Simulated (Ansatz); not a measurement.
`N#CCB(N)O` → B• + 2 C• + 5 H• + 2 N• + O•  (atomization)

Calculated with Ansatz (gas phase, PBE0-D4/def2-TZVP geometries, no zero-point term in ΔE). CCSD(T)/CBS adds triple-zeta CCSD(T) − MP2 to the extrapolated MP2 energy (def2 sets, frozen cores). This one scheme is used for every species, atoms too. For atomizations the MP2-based limit and the directly extrapolated one differ by several kJ/mol either way, and by 10 to 25 for some Ge, Se and Sn compounds, so smaller differences from it don't rank the levels. DFT in def2-TZVPP. B3LYP here is the variant with VWN-RPA as its local correlation; programs differ in this. HSE06 is defined as in plane-wave codes. No spin–orbit coupling; open shells (•) take unrestricted orbitals. Spin–orbit coupling would lower the free atoms: a little for B, C, O. One conformer a species, not always the lowest.

`N#CCB(N)O`:

```xyz
11

N    -0.706   -2.677    0.556
C    -0.351   -1.794   -0.090
C     0.088   -0.636   -0.836
B     0.134    0.700    0.048
N    -0.227    0.679    1.392
O     0.530    1.885   -0.516
H     1.082   -0.838   -1.250
H    -0.583   -0.491   -1.690
H    -0.206    1.504    1.967
H    -0.526   -0.157    1.862
H     0.763    1.826   -1.443
```

(1) What is ΔE at CCSD(T)/CBS? (An estimate is asked.)

(2) What do these levels give: PBE-D4, r2SCAN0-D4, CAM-B3LYP-D4, PBE, r2SCAN, B3LYP, HSE06, HF/def2-SVP, HF/def2-TZVPP, CCSD(T)/def2-TZVPP, MP2/def2-QZVPP, MP2/CBS(def2)? (An estimate is asked.)

(3) What do rigid-rotor, harmonic-oscillator terms from PBE0-D4/def2-TZVP frequencies (298.15 K, 1 bar) make of the CCSD(T)/CBS value? (An estimate is asked.)

Largest T1 diagnostic among the species: 0.014.

Results:

(1) Computed: +4803.8 kJ/mol.

(2) Ansatz gave: PBE-D4 4984.9, r2SCAN0-D4 4715.9, CAM-B3LYP-D4 4857.4, PBE 4964.8, r2SCAN 4816.4, B3LYP 4805.2, HSE06 4835.7, HF/def2-SVP 3430.7, HF/def2-TZVPP 3380.2, CCSD(T)/def2-TZVPP 4667.9, MP2/def2-QZVPP 4889.5, MP2/CBS(def2) 4945.0 kJ/mol.

(3) Ansatz gave: ΔZPE = -218.1 kJ/mol, ΔH = +4633.6 kJ/mol, ΔS = 1175 J/(mol·K), ΔG = +4283.4 kJ/mol. Open shells count their whole term as degenerate.

The D4 term adds +32.1 kJ/mol with B3LYP and +17.0 kJ/mol with PBE0; it sums over pairs of atoms, weighted by their polarisabilities, and B3LYP, whose exchange is more repulsive, gets the larger term. From BLYP to BHLYP (50 % exact exchange), in def2-TZVPP and without D4, ΔE moves by −205.4 kJ/mol: exact exchange takes away binding that semilocal exchange gives to molecules.
